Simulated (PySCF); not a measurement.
**Diatomics of Rb with group 14**

PBE0 with double-zeta basis sets in PySCF, for the lowest determinant that a PBE0 search found; no spin–orbit coupling. De refers to high-spin ground-configuration atoms. A positive dipole means M(−)Rb(+).

```tsv
M	basis	state (unpaired electrons)	Re (Å)	ωe (cm⁻¹)	De (eV)	μ (D)
C	def2-SVPD	quartet (σ ↑, π ↑↑)	2.701	326	2.10	9.32
Si	def2-SVP	quartet (σ ↑, π ↑↑)	3.220	173	1.55	10.25
Ge	def2-SVP	quartet (σ ↑, π ↑↑)	3.254	123	1.46	10.15
Pb	def2-SVP	quartet (σ ↑, π ↑↑)	3.489	86.7	1.17	10.01
```

(1) By what factor does the well depth vary along the series?

The rows differ in basis set, which adds steps of its own.

Down a group the atoms grow and get heavier, so bonds lengthen and wavenumbers fall; this series shows no clear exception.

These are scalar-relativistic numbers at best; spin–orbit coupling would shift them, the dissociation energy most. States were picked by a PBE0 search and need not be the measured ground states.

## Answers

(1) At PBE0 it runs from 1.17 eV (RbPb) to 2.10 eV (RbC), a factor of 1.79.
